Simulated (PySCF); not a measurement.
Atoms are numbered as in `[CH:1]1=[CH:2][CH2:3][c:4]2[cH:5][cH:6][cH:7][cH:8][c:9]2[CH:10]=[CH:11]1` (H(Xn): hydrogen on atom n).

Level of theory: structure optimised with PBE0-D3(BJ)/def2-SVP, σ from GIAO-HF/pcSseg-2, in PySCF 2.14.0 with density-fitted response routines (gas phase, single conformer, one averaged value for each set of equivalent atoms, non-relativistic Hamiltonian).

Referencing at the same level of theory: TMS for ¹³C, ¹H.

| atoms | nucleus | count | δ (ppm) |
| --- | --- | --- | --- |
| C10 | ¹³C | 1 | 143.9 |
| C3 | ¹³C | 1 | 33.2 |
| C4 | ¹³C | 1 | 148.3 |
| C5 | ¹³C | 1 | 135.5 |
| H(C3) | ¹H | 2 | 2.90 |
| C11 | ¹³C | 1 | 137.6 |
| H(C6) | ¹H | 1 | 7.61 |
| H(C10) | ¹H | 1 | 7.45 |
| C1 | ¹³C | 1 | 134.1 |
| H(C11) | ¹H | 1 | 6.63 |
| H(C5) | ¹H | 1 | ? |
| C6 | ¹³C | 1 | ? |
| H(C8) | ¹H | 1 | 7.65 |
| H(C2) | ¹H | 1 | 6.05 |
| C8 | ¹³C | 1 | ? |
| H(C7) | ¹H | 1 | ? |
| C7 | ¹³C | 1 | ? |
| C2 | ¹³C | 1 | 138.9 |
| H(C1) | ¹H | 1 | 6.19 |
| C9 | ¹³C | 1 | ? |

Problem. Fill in the missing shifts.

Solution. 
- C9: 145.7 ppm, substituted aromatic carbon
- C6: 139.3 ppm, aromatic CH; the aromatic region
- C8: 139.0 ppm, aromatic CH; the aromatic region
- C7: 133.9 ppm, aromatic CH; the aromatic region
- H(C7): 7.44 ppm, hydrogen on an aromatic CH; aromatic region
- H(C5): 7.43 ppm, hydrogen on an aromatic CH; ring-current deshielding

Shifts are as computed, not scaled to solution data. Of 1211 compounds with measured shifts, 218 miss one by over three times the rms of a fit or turn the order of signals round; such compounds aren't used in these exercises.
